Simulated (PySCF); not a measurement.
Radial density of Ti+ (titanium, charge +1)

UHF, [Ar] 3d2 4s1, high-spin 4F determinant. Computed with PySCF 2.14 in def2-SVP (5s3p2d1f, 31 functions), with no relativity, point nucleus.

| r (bohr) | 4πr²ρ (e/bohr) | 4πr²(ρα − ρβ) |
| --- | --- | --- |
| 0.00130 | 0.1402 | 0.0001 |
| 0.00219 | 0.3871 | 0.0002 |
| 0.00368 | 1.033 | 0.0004 |
| 0.00618 | 2.603 | 0.0011 |
| 0.0104 | 6.138 | 0.0026 |
| 0.0175 | 12.71 | 0.0050 |
| 0.0294 | 21.49 | 0.0074 |
| 0.0495 | 26.03 | 0.0058 |
| 0.0832 | 21.27 | -0.0003 |
| 0.140 | 21.20 | 0.0142 |
| 0.235 | 27.98 | 0.0969 |
| 0.396 | 14.39 | 0.3692 |
| 0.666 | 8.602 | 1.0904 |
| 1.12 | 8.685 | 1.3048 |
| 1.89 | 1.999 | 0.8216 |
| 3.17 | 0.4757 | 0.4560 |
| 5.33 | 0.08488 | 0.0849 |
| 8.97 | 6.473e-05 | 0.0001 |
